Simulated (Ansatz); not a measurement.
Harmonic frequencies (cm⁻¹) at PBE0-D4/def2-TZVP from Ansatz: 96, 166, 246, 315, 523, 563, 655, 689, 764, 845, 907, 946, 1092, 1109, 1258, 1350, 1466, 1665, 2237, 2257, 2971, 3051, 3528, 3609.

Each molecule was computed in one conformer, which needn't be the lowest.

(1) Which molecule is it?
A. `[SiH3]C1O[SiH2]1`
B. `N[SiH2]CCl`
C. `NC[SiH2]Cl`
D. `CN[SiH2]Cl`

## Answers

(1) C.
